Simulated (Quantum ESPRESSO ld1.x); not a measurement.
All-electron atom: Pd9+ in [Kr] 4d1. Calculated with ld1.x of Quantum ESPRESSO 7.5: scalar-relativistic Kohn-Sham, LDA (Slater exchange, VWN5 correlation), spin-polarised, spherical densities, point nucleus; open shells are filled with parallel spins first.

Unscreened Slater integrals over Kohn-Sham orbitals (cm^-1). They are taken over the spin-up orbitals.

integral,value
"F0(4d,4d)",185420
"F2(4d,4d)",95875
"F4(4d,4d)",64500
"F0(4d,4p)",195500
"F2(4d,4p)",101030
"G1(4d,4p)",128290
"G3(4d,4p)",80310
"F0(4d,4s)",200420
"G2(4d,4s)",98236
"F0(4d,3d)",244000
"F2(4d,3d)",56695
"F4(4d,3d)",26418
"G0(4d,3d)",19021
"G2(4d,3d)",22268
"G4(4d,3d)",17006
"F0(4p,4p)",207810
"F2(4p,4p)",110030
"F0(4p,4s)",213860
"G1(4p,4s)",146210
"F0(4p,3d)",266640
"F2(4p,3d)",67230
"G1(4p,3d)",21967
"G3(4p,3d)",21510
"F0(4s,4s)",220630
"F0(4s,3d)",279610
"G2(4s,3d)",24139
"F0(3d,3d)",560750
"F2(3d,3d)",278790
"F4(3d,3d)",177710

Derived for the open shells (J is the average intra-shell exchange parameter used in DFT+U). 4d: Racah B = F2/49 - 5 F4/441 = 1225 cm^-1, C = 35 F4/441 = 5119 cm^-1, C/B = 4.18, F4/F2 = 0.673, J = (F2 + F4)/14 = 11460 cm^-1.
